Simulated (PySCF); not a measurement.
First SCF of a structure search on quintet Zr₃, at a hand-made equilateral triangle geometry. PySCF input:

```python
from pyscf import gto, scf, dft
mol = gto.M(atom='''
Zr     0.889100    -1.539970     0.000000
Zr    -1.778230    -0.000020     0.000000
Zr     0.889130     1.539980     0.000000''',
    basis={'Zr': 'def2-TZVP'},
    ecp={'Zr': 'def2-TZVP'},
    charge=0, spin=4)
mf = dft.UKS(mol, xc='PBE0')
mf.grids.atom_grid = (50, 194)
aux = {'Zr': 'def2-universal-JKFIT'}
mf = mf.density_fit(auxbasis=aux)
mf.conv_tol = 1e-08
mf.diis_space = 10
mf.max_cycle = 60
mf.init_guess = 'minao'
mf.verbose = 4
mf.kernel()
```

Excerpt of the output (cycles alone); where DIIS stalls, ADIIS, DIIS with a small level shift and a second-order solver take over in turn:

```
init E= -124.655323161411
cycle= 1 E= -139.656805396602  delta_E=  -15  |g|= 1.27  |ddm|= 5.15
cycle= 2 E= -134.421185978802  delta_E= 5.24  |g|= 2.27  |ddm|= 27.5
cycle= 3 E= -140.579315932679  delta_E= -6.16  |g|= 0.467  |ddm|= 27.4
cycle= 4 E= -139.948181570402  delta_E= 0.631  |g|= 1.04  |ddm|= 1.62
cycle= 5 E= -139.943464258826  delta_E= 0.00472  |g|= 1.08  |ddm|= 1.74
cycle= 6 E= -140.752089845187  delta_E= -0.809  |g|= 0.251  |ddm|= 0.838
cycle= 7 E= -140.616586846176  delta_E= 0.136  |g|= 0.471  |ddm|= 0.609
cycle= 8 E= -140.793880904188  delta_E= -0.177  |g|= 0.0861  |ddm|= 0.491
cycle= 9 E= -140.797424071164  delta_E= -0.00354  |g|= 0.053  |ddm|= 0.106
cycle= 10 E= -140.799440127606  delta_E= -0.00202  |g|= 0.0183  |ddm|= 0.0895
cycle= 11 E= -140.799844115702  delta_E= -0.000404  |g|= 0.013  |ddm|= 0.0525
cycle= 12 E= -140.800038180735  delta_E= -0.000194  |g|= 0.0121  |ddm|= 0.0272
cycle= 13 E= -140.800152460271  delta_E= -0.000114  |g|= 0.0125  |ddm|= 0.0168
... 38 lines left out ...
cycle= 52 E= -140.799487753821  delta_E= -0.000215  |g|= 0.00478  |ddm|= 0.0876
cycle= 53 E= -140.799130678865  delta_E= 0.000357  |g|= 0.00508  |ddm|= 0.146
cycle= 54 E= -140.798302428756  delta_E= 0.000828  |g|= 0.0127  |ddm|= 0.235
cycle= 55 E= -140.798496612714  delta_E= -0.000194  |g|= 0.0107  |ddm|= 0.0398
cycle= 56 E= -140.798474903461  delta_E= 2.17e-05  |g|= 0.0111  |ddm|= 0.0129
cycle= 57 E= -140.798793147716  delta_E= -0.000318  |g|= 0.00753  |ddm|= 0.0799
cycle= 58 E= -140.798865597591  delta_E= -7.24e-05  |g|= 0.00687  |ddm|= 0.0226
cycle= 59 E= -140.798968982752  delta_E= -0.000103  |g|= 0.00611  |ddm|= 0.0353
cycle= 60 E= -140.799103159231  delta_E= -0.000134  |g|= 0.00543  |ddm|= 0.0519
SCF not converged.
init E= -124.655323161411
cycle= 1 E= -139.656805396602  delta_E=  -15  |g|= 1.27  |ddm|= 5.15
cycle= 2 E= -134.421185978802  delta_E= 5.24  |g|= 2.27  |ddm|= 27.5
cycle= 3 E= -140.545575987864  delta_E= -6.12  |g|= 0.667  |ddm|= 27.3
cycle= 4 E= -140.406926735095  delta_E= 0.139  |g|= 0.754  |ddm|= 1.54
cycle= 5 E= -138.528370259052  delta_E= 1.88  |g|= 1.88  |ddm|= 1.93
cycle= 6 E= -140.587936293228  delta_E= -2.06  |g|= 0.537  |ddm|= 1.18
cycle= 7 E= -140.389554472432  delta_E= 0.198  |g|= 0.767  |ddm|= 1.09
cycle= 8 E= -140.332154316836  delta_E= 0.0574  |g|= 0.782  |ddm|= 1.11
cycle= 9 E= -140.76234545288  delta_E= -0.43  |g|= 0.229  |ddm|= 0.684
cycle= 10 E= -140.675896829291  delta_E= 0.0864  |g|= 0.411  |ddm|= 0.601
cycle= 11 E= -140.773075375754  delta_E= -0.0972  |g|= 0.193  |ddm|= 0.403
cycle= 12 E= -140.770672360154  delta_E= 0.0024  |g|= 0.198  |ddm|= 0.328
cycle= 13 E= -140.797485627727  delta_E= -0.0268  |g|= 0.054  |ddm|= 0.215
cycle= 14 E= -140.780163555112  delta_E= 0.0173  |g|= 0.168  |ddm|= 0.197
cycle= 15 E= -140.795926042658  delta_E= -0.0158  |g|= 0.0728  |ddm|= 0.116
cycle= 16 E= -140.793090423193  delta_E= 0.00284  |g|= 0.0966  |ddm|= 0.122
cycle= 17 E= -140.799630767908  delta_E= -0.00654  |g|= 0.0162  |ddm|= 0.0736
cycle= 18 E= -140.792911193154  delta_E= 0.00672  |g|=  0.1  |ddm|= 0.105
cycle= 19 E= -140.798929451583  delta_E= -0.00602  |g|= 0.0382  |ddm|= 0.0561
cycle= 20 E= -140.799834189045  delta_E= -0.000905  |g|= 0.0146  |ddm|= 0.0395
SCF not converged.
init E= -140.799834189045
cycle= 1 E= -140.797944887123  delta_E= 0.00189  |g|= 0.0557  |ddm|= 0.0685
cycle= 2 E= -140.770131609291  delta_E= 0.0278  |g|= 0.211  |ddm|= 0.256
cycle= 3 E= -140.794356937759  delta_E= -0.0242  |g|= 0.0873  |ddm|= 0.132
cycle= 4 E= -140.799155312076  delta_E= -0.0048  |g|= 0.0361  |ddm|= 0.0523
cycle= 5 E= -140.800068444191  delta_E= -0.000913  |g|= 0.0134  |ddm|= 0.0235
cycle= 6 E= -140.800238301316  delta_E= -0.00017  |g|= 0.00656  |ddm|= 0.0134
cycle= 7 E= -140.800344412818  delta_E= -0.000106  |g|= 0.00395  |ddm|= 0.0156
cycle= 8 E= -140.800406413621  delta_E= -6.2e-05  |g|= 0.00328  |ddm|= 0.0102
cycle= 9 E= -140.800391197019  delta_E= 1.52e-05  |g|= 0.00365  |ddm|= 0.00402
cycle= 10 E= -140.8003251737  delta_E= 6.6e-05  |g|= 0.00403  |ddm|= 0.0119
cycle= 11 E= -140.800252340101  delta_E= 7.28e-05  |g|= 0.00413  |ddm|= 0.0137
cycle= 12 E= -140.800193751376  delta_E= 5.86e-05  |g|= 0.00411  |ddm|= 0.0138
cycle= 13 E= -140.800164302665  delta_E= 2.94e-05  |g|= 0.00364  |ddm|= 0.0108
cycle= 14 E= -140.800171099902  delta_E= -6.8e-06  |g|= 0.00321  |ddm|= 0.0103
cycle= 15 E= -140.800219729353  delta_E= -4.86e-05  |g|= 0.00274  |ddm|= 0.0135
cycle= 16 E= -140.800248070881  delta_E= -2.83e-05  |g|= 0.00277  |ddm|= 0.00742
cycle= 17 E= -140.800283303179  delta_E= -3.52e-05  |g|= 0.0027  |ddm|= 0.0079
cycle= 18 E= -140.80033514916  delta_E= -5.18e-05  |g|= 0.00247  |ddm|= 0.0113
cycle= 19 E= -140.800353628265  delta_E= -1.85e-05  |g|= 0.00275  |ddm|= 0.00414
cycle= 20 E= -140.800363580412  delta_E= -9.95e-06  |g|= 0.00289  |ddm|= 0.00276
cycle= 21 E= -140.800336664621  delta_E= 2.69e-05  |g|= 0.00342  |ddm|= 0.00567
cycle= 22 E= -140.800287793173  delta_E= 4.89e-05  |g|= 0.00377  |ddm|= 0.0111
cycle= 23 E= -140.800279756862  delta_E= 8.04e-06  |g|= 0.00357  |ddm|= 0.00654
cycle= 24 E= -140.800287185328  delta_E= -7.43e-06  |g|= 0.00332  |ddm|= 0.00483
cycle= 25 E= -140.800269979103  delta_E= 1.72e-05  |g|= 0.0036  |ddm|= 0.00394
cycle= 26 E= -140.800305455558  delta_E= -3.55e-05  |g|= 0.00291  |ddm|= 0.00742
cycle= 27 E= -140.800303096939  delta_E= 2.36e-06  |g|= 0.00301  |ddm|= 0.00282
cycle= 28 E= -140.800298970904  delta_E= 4.13e-06  |g|= 0.0032  |ddm|= 0.00181
cycle= 29 E= -140.800372738326  delta_E= -7.38e-05  |g|= 0.00251  |ddm|= 0.0155
cycle= 30 E= -140.800438341776  delta_E= -6.56e-05  |g|= 0.00241  |ddm|= 0.0134
SCF not converged.
macro= 0  E= -140.80090807457  delta_E= -0.000469733  |g|= 0.00241195  1 KF 5 JK
macro= 1  E= -140.803400849967  delta_E= -0.00249278  |g|= 0.0590849  4 KF 21 JK
macro= 2  E= -140.806800798235  delta_E= -0.00339995  |g|= 0.0127247  3 KF 14 JK
macro= 3  E= -140.807630745006  delta_E= -0.000829947  |g|= 0.00117433  4 KF 24 JK
macro= 4  E= -140.807692490532  delta_E= -6.17455e-05  |g|= 0.00196202  1 KF 7 JK
macro= 5  E= -140.807636668163  delta_E= 5.58224e-05  |g|= 0.00451234  2 KF 7 JK
macro= 6  E= -140.808649447106  delta_E= -0.00101278  |g|= 0.0094489  3 KF 14 JK
macro= 7  E= -140.808781633708  delta_E= -0.000132187  |g|= 0.000186169  4 KF 33 JK
macro= 8  E= -140.808781708245  delta_E= -7.45368e-08  |g|= 0.000130117  1 KF 8 JK
macro= 9  E= -140.808781708245  delta_E= -3.97904e-13  |g|= 3.77308e-05  1 KF 2 JK
macro X = 10  E=-140.808781708245  |g|= 3.77308e-05  total 25 KF 146 JK
converged SCF energy = -140.808781708245  <S^2> = 7.1171418  2S+1 = 5.4284959
```

No lower solution of this spin was found by a stability analysis within the unrestricted form.

Open d and f shells are described by one determinant, and the ground state may have another occupation or spin.

The search for the lowest solution, with the stability check, took 40 s on 4 threads of a shared Arm Neoverse V2 host, with 120 basis functions; the process peaked at 0.4 GiB. Launch command: `OMP_NUM_THREADS=4 python axn.py task.json out`.
